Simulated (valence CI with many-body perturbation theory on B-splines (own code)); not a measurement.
## E1 line list for Mo28+

Method: valence CI with perturbative core correlation (CI+MBPT): four valence electrons over a frozen Dirac-Fock core [Ne], radial functions for each j: 11 s, 11 p, 9 d, 7 f, 5 g, 2 h, 1 i, with the one-electron correlation potential Σ1, the two-electron term Σ2, the three-electron term Σ3, Breit, model QED; selected CI, second order for the rest (own B-spline code, finite nucleus).

No measured spectrum was set against this ion. As an estimate, large intervals hold to a few tenths of a per cent, small ones and those within an open d or f shell to about a per cent.

Lines 101 to 150 of 229 in falling wavelength, among levels below 258.47 eV, chosen from the strongest by gf and those to the six lowest levels. Wavelengths and rates use the calculated energies. Electric multipoles are in the length gauge, E1 and E2 with the static RPA response of the core. Weak lines are less certain than strong ones. Lines between different terms over intervals too small for the method are left out, as are lines whose strength nearly cancels. Where a level lies close to another of its J and parity, the split of strength between their lines is uncertain. The highest levels of a list are the least certain.

Names give the largest LS component (configuration and term), which can be under half, so a name can repeat, a term be missing and a line seem to break the LS rules; names also repeat where a configuration has a term twice. Letters in brackets count levels of one name in rising energy.

| λ vac (Å) | Upper | Lower | A (s⁻¹) | log gf | Branch % |
| --- | --- | --- | --- | --- | --- |
| 108.2 | 3s3p²3d ³P_0 [a] | 3s3p³ ³P°_1 | 2.14e+10 | -1.42 | 41.0 |
| 108.2 | 3s3p²3d ⁵F_3 [a] | 3s3p³ ⁵S°_2 | 9.63e+09 | -0.93 | 82.9 |
| 108.0 | 3s3p²3d ³D_2 [a] | 3s²3p3d ³F°_2 | 1.03e+10 | -1.04 | 9.8 |
| 107.7 | 3s3p²3d ³D_2 [d] | 3s3p³ ³P°_2 | 7.79e+09 | -1.17 | 4.4 |
| 107.0 | 3s²3p3d ³D°_2 | 3s²3p² ³P_2 | 6.52e+09 | -1.25 | 3.0 |
| 106.8 | 3s3p²3d ³D_1 [c] | 3s²3p3d ³F°_2 | 7.58e+09 | -1.41 | 5.2 |
| 105.9 | 3s3p²3d ³D_2 [b] | 3s²3p3d ³F°_2 | 1.10e+10 | -1.03 | 6.2 |
| 105.8 | 3s²3p3d ³D°_3 | 3s²3p² ³P_2 | 1.41e+10 | -0.78 | 8.3 |
| 105.5 | 3s3p³ ³P°_2 | 3s²3p² ¹D_2 | 5.30e+09 | -1.35 | 14.2 |
| 105.0 | 3s3p²3d ³D_3 [b] | 3s²3p3d ³F°_2 | 3.18e+09 | -1.43 | 2.3 |
| 105.0 | 3s3p²3d ³D_2 [d] | 3s²3p3d ³F°_3 | 4.53e+10 | -0.43 | 25.6 |
| 104.9 | 3s3p²3d ³P_2 | 3s3p³ ³D°_3 | 3.16e+10 | -0.58 | 27.8 |
| 104.8 | 3s3p²3d ³F_2 [b] | 3s3p³ ³D°_2 | 2.85e+10 | -0.63 | 25.2 |
| 104.7 | 3s3p³ ³S°_1 | 3s²3p² ³P_1 | 2.67e+10 | -0.88 | 14.3 |
| 104.6 | 3s3p²3d ³D_2 [d] | 3s3p³ ³S°_1 | 3.02e+10 | -0.61 | 17.0 |
| 104.6 | 3s3p²3d ¹P_1 | 3s3p³ ³S°_1 | 1.29e+10 | -1.20 | 7.3 |
| 104.5 | 3s3p²3d ³F_2 [c] | 3s²3p3d ³F°_2 | 4.11e+10 | -0.47 | 22.6 |
| 103.5 | 3s3p²3d ³D_1 [b] | 3s3p³ ³P°_0 | 1.62e+10 | -1.11 | 23.4 |
| 103.2 | 3s3p²3d ³F_3 [b] | 3s²3p3d ³F°_2 | 4.44e+09 | -1.30 | 2.5 |
| 103.2 | 3s3p²3d ³F_4 [a] | 3s3p³ ³D°_3 | 9.59e+09 | -0.86 | 84.2 |
| 103.1 | 3s3p²3d ³D_2 [c] | 3s²3p3d ³F°_2 | 2.98e+10 | -0.63 | 19.8 |
| 102.5 | 3s3p²3d ³D_2 [a] | 3s3p³ ³P°_1 | 8.65e+09 | -1.17 | 8.2 |
| 102.2 | 3s3p²3d ³F_3 [a] | 3s²3p3d ¹D°_2 | 2.17e+10 | -0.62 | 23.4 |
| 102.0 | 3s3p²3d ³D_1 [a] | 3s²3p3d ¹D°_2 | 6.03e+10 | -0.55 | 36.4 |
| 101.9 | 3s²3p3d ³P°_1 | 3s²3p² ³P_2 | 1.04e+11 | -0.31 | 66.8 |
| 101.8 | 3s²3p3d ³D°_1 | 3s²3p² ¹D_2 | 1.52e+10 | -1.15 | 8.0 |
| 101.7 | 3s3p³ ³P°_2 | 3s²3p² ³P_1 | 2.82e+10 | -0.66 | 75.4 |
| 101.5 | 3s3p²3d ³D_1 [b] | 3s²3p3d ¹D°_2 | 2.09e+10 | -1.01 | 30.3 |
| 101.4 | 3s3p²3d ³D_1 [c] | 3s3p³ ³P°_1 | 1.44e+10 | -1.18 | 9.9 |
| 101.2 | 3s3p²3d ⁵D_1 | 3s3p³ ⁵S°_2 | 2.32e+09 | -1.97 | 55.4 |
| 100.6 | 3s²3p3d ³P°_2 [a] | 3s²3p² ¹D_2 | 4.54e+10 | -0.46 | 41.0 |
| 100.6 | 3s3p²3d ³D_2 [b] | 3s3p³ ³P°_1 | 7.97e+10 | -0.22 | 44.7 |
| 100.3 | 3s3p²3d ⁵D_2 | 3s3p³ ⁵S°_2 | 6.90e+09 | -1.28 | 69.5 |
| 100.1 | 3s3p²3d ³P_1 | 3s3p³ ³P°_1 | 3.69e+10 | -0.78 | 24.3 |
| 99.86 | 3s²3p3d ³P°_2 [b] | 3s²3p² ³P_2 | 1.48e+11 | 0.04 | 96.5 |
| 99.63 | 3s3p²3d ³F_2 [b] | 3s3p³ ³D°_1 | 4.02e+10 | -0.52 | 35.5 |
| 99.48 | 3s3p²3d ³D_1 [c] | 3s3p³ ³P°_0 | 1.53e+10 | -1.17 | 10.5 |
| 99.48 | 3s3p²3d ³P_2 | 3s3p³ ³D°_2 | 2.65e+10 | -0.71 | 23.3 |
| 99.47 | 3s3p²3d ³D_2 [d] | 3s²3p3d ³F°_2 | 9.70e+09 | -1.14 | 5.5 |
| 99.46 | 3s3p²3d ¹P_1 | 3s²3p3d ³F°_2 | 6.55e+10 | -0.54 | 37.1 |
| 99.25 | 3s3p²3d ⁵F_3 [b] | 3s3p³ ⁵S°_2 | 9.48e+09 | -1.01 | 79.2 |
| 98.55 | 3s3p²3d ³D_3 [a] | 3s3p³ ³D°_3 | 2.14e+10 | -0.66 | 19.7 |
| 98.46 | 3s²3p3d ¹P°_1 | 3s²3p² ¹S_0 | 1.48e+11 | -0.19 | 91.2 |
| 98.35 | 3s3p²3d ¹S_0 | 3s3p³ ³P°_1 | 9.33e+10 | -0.87 | 68.8 |
| 98.26 | 3s²3p3d ³D°_1 | 3s²3p² ³P_1 | 2.62e+10 | -0.94 | 13.8 |
| 98.17 | 3s3p²3d ³G_4 | 3s3p³ ³D°_3 | 2.90e+09 | -1.42 | 6.3 |
| 98.17 | 3s3p²3d ³P_1 | 3s3p³ ³P°_0 | 5.39e+10 | -0.63 | 35.5 |
| 98.16 | 3s3p³ ³P°_1 | 3s²3p² ³P_0 | 1.05e+10 | -1.34 | 28.1 |
| 97.18 | 3s²3p3d ³P°_2 [a] | 3s²3p² ³P_1 | 5.58e+10 | -0.40 | 50.4 |
| 96.81 | 3s3p²3d ³D_2 [b] | 3s²3p3d ¹D°_2 | 5.41e+09 | -1.42 | 3.0 |
